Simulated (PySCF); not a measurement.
B3LYP has the VWN-RPA correlation part, as in Gaussian. Excitations are Tamm–Dancoff values on a coarser integration grid. The basis has no diffuse functions, so Rydberg states are missing or too high.

Z-matrix (Å, degrees):
```
Si
H 1 1.4755
H 1 1.4755 2 110.59
H 1 1.4755 2 110.59 3 -122.85
Br 1 2.2352 2 108.33 4 -118.58
```
Charge 0, multiplicity 1.

Task: What is the computed S1 oscillator strength, HOMO–LUMO gap, HOMO, LUMO, T1 excitation (TDA), dipole moment, S1–T1 gap (TDA) and S1 excitation (TDA) (PySCF with B3LYP-D3(BJ)/def2-TZVP)?

Result: 
```json
{
 "S1 oscillator strength": "0.017",
 "HOMO–LUMO gap": "7.56 eV",
 "HOMO": "-8.20 eV",
 "LUMO": "-0.64 eV",
 "T1 excitation (TDA)": "6.04 eV",
 "dipole_moment": "1.37 D",
 "S1–T1 gap (TDA)": "0.40 eV",
 "S1 excitation (TDA)": "6.44 eV"
}
```
